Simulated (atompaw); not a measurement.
**Ranking PAW (atompaw) potentials for Ge**

All share these settings but for the change named:

Ge, PAW, made with atompaw 4.2.0.5 (PBEsol, scalar-relativistic). Core [Ar], reference 3d10 4s2 4p2. Waves: 4s (bound): rc 2.45 bohr; 4s channel at -0.05 Ry: rc 1.95 bohr; 4p (bound): rc 2.45 bohr; 4p channel at 0.75 Ry: rc 2.45 bohr; 3d (bound): rc 1.35 bohr; 3d channel at 0.05 Ry: rc 1.35 bohr. Local part: ultrasoft scheme with l = 3 at 0 Ry, radius 2.00 bohr. Core correction: smooth core density matched at 2.25 bohr. Augmentation charge: sinc compensation charge, radius 1.85 bohr; PAW radius 2.45 bohr; waves and projectors: custom rrkj vanderbiltortho.

Cutoff: the first of the cutoffs (Ry, on a coarse ladder) from which the occupation-weighted sum of valence levels, in a spherical-Bessel basis at the reference potential, stays within 10 and 1 mRy of its value at 400 Ry; the density cutoff is not measured.

The base gives 70 Ry.

Of 7 variants that were run, those that failed, showed a ghost or another fault, or gave nearly equal values are left out.

(1) Rank these variants from softest to hardest (loose cutoff).
A. all radii scaled by about 0.85 (s 2.08, p 2.08, d 1.14 bohr); local potential ultrasoft scheme with l = 3 at 0 Ry, radius 1.70 bohr; augmentation sinc compensation charge, radius 1.58 bohr; PAW radius 2.08 bohr; waves and projectors: custom rrkj vanderbiltortho; core correction smooth core density matched at 1.92 bohr
B. all radii scaled by about 1.21 (s 2.96, p 2.96, d 1.62 bohr); local potential ultrasoft scheme with l = 3 at 0 Ry, radius 2.42 bohr; augmentation sinc compensation charge, radius 2.24 bohr; PAW radius 2.96 bohr; waves and projectors: custom rrkj vanderbiltortho; core correction smooth core density matched at 2.72 bohr
C. all radii scaled by about 1.29 (s 3.16, p 3.16, d 1.74 bohr); local potential ultrasoft scheme with l = 3 at 0 Ry, radius 2.58 bohr; augmentation sinc compensation charge, radius 2.38 bohr; PAW radius 3.16 bohr; waves and projectors: custom rrkj vanderbiltortho; core correction smooth core density matched at 2.90 bohr
D. all radii scaled by about 0.78 (s 1.90, p 1.90, d 1.06 bohr); local potential ultrasoft scheme with l = 3 at 0 Ry, radius 1.56 bohr; augmentation sinc compensation charge, radius 1.44 bohr; PAW radius 1.90 bohr; waves and projectors: custom rrkj vanderbiltortho; core correction smooth core density matched at 1.76 bohr
E. all radii scaled by about 0.91 (s 2.22, p 2.22, d 1.22 bohr); local potential ultrasoft scheme with l = 3 at 0 Ry, radius 1.82 bohr; augmentation sinc compensation charge, radius 1.68 bohr; PAW radius 2.22 bohr; waves and projectors: custom rrkj vanderbiltortho; core correction smooth core density matched at 2.04 bohr

## Answers

(1) C (35 Ry), B (40 Ry), E (100 Ry), A (120 Ry), D (140 Ry).
